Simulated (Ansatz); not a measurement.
Program: Ansatz. Geometries: PBE0-D4/def2-TZVP. ΔE: electronic, gas phase. CCSD(T)/CBS adds triple-zeta CCSD(T) − MP2 to the extrapolated MP2 energy (def2 sets, frozen cores). This one scheme is used for every species. Functionals use def2-TZVPP. Elements past krypton have def2 core potentials. For Br, In outer-core shells are correlated without core-valence functions, which leaves a few kJ/mol of doubt a bond. Scalar relativity is left out up to krypton. Each species was taken in one conformer, which may not be the lowest.

Reaction (ligand exchange at the In–C bond): `[CH3][InH][Br]` + `O[SiH3]` → `[SiH3][O][InH][Br]` + CH₄

`[CH3][InH][Br]`:

Cartesian coordinates in Å:
```
C 0.189 -0.347 1.003
In -0.396 0.068 -1.005
Br 0.737 2.117 -1.881
H -0.294 -1.243 1.390
H 1.272 -0.471 1.033
H -0.074 0.509 1.627
H -1.434 -0.633 -2.168
```

`O[SiH3]`:

```xyz
6

O    -0.129   -1.157    0.537
Si    0.034    0.252   -0.303
H    -0.156   -1.107    1.493
H    -1.095    1.184   -0.037
H     0.046   -0.128   -1.734
H     1.299    0.956    0.044
```

`[SiH3][O][InH][Br]`:

Cartesian coordinates in Å:
```
Si 0.482 -0.709 1.156
O -0.085 0.676 0.499
In -0.673 1.251 -1.288
Br -0.503 -0.606 -2.890
H -0.511 -1.814 1.041
H 0.760 -0.467 2.597
H 1.742 -1.151 0.494
H -1.211 2.820 -1.608
```

CH₄:

```xyz
5

C     0.000    0.000    0.000
H    -0.195    1.072    0.018
H     0.317   -0.328    0.989
H     0.787   -0.214   -0.723
H    -0.909   -0.530   -0.285
```

(1) Is it downhill or uphill in electronic energy at CCSD(T)/CBS, and by how much? (Estimate.)

(2) What do these levels give: revPBE-D4, ωB97X-V, B2PLYP, r2SCANh, BHLYP, RPA@PBE/def2-TZVPP? (An estimate is asked.)

(3) What do rigid-rotor, harmonic-oscillator terms from PBE0-D4/def2-TZVP frequencies (298.15 K, 1 bar) make of the CCSD(T)/CBS value? (Best estimate.)

Largest T1 diagnostic among the species: 0.013.

Answers

(1) Ansatz gave: Downhill: ΔE = -17.2 kcal/mol.

(2) Ansatz gave: revPBE-D4 -15.5, ωB97X-V -16.7, B2PLYP -16.8, r2SCANh -16.4, BHLYP -16.5, RPA@PBE/def2-TZVPP -16.4 kcal/mol.

(3) The calculation gave: ΔZPE = -0.1 kcal/mol, ΔH = -16.8 kcal/mol, ΔS = -26 J/(mol·K), ΔG = -15.0 kcal/mol. Modes under 50 cm⁻¹ make the entropy rough.

At CCSD(T), def2-SVP lies −3.3 kcal/mol from the extrapolated value and def2-TZVPP +0.8 kcal/mol. In def2-TZVPP, CCSD(T) changes the Hartree–Fock value by +1.8 kcal/mol (the triples alone add −0.2 kcal/mol) and MP2 by +2.1 kcal/mol.
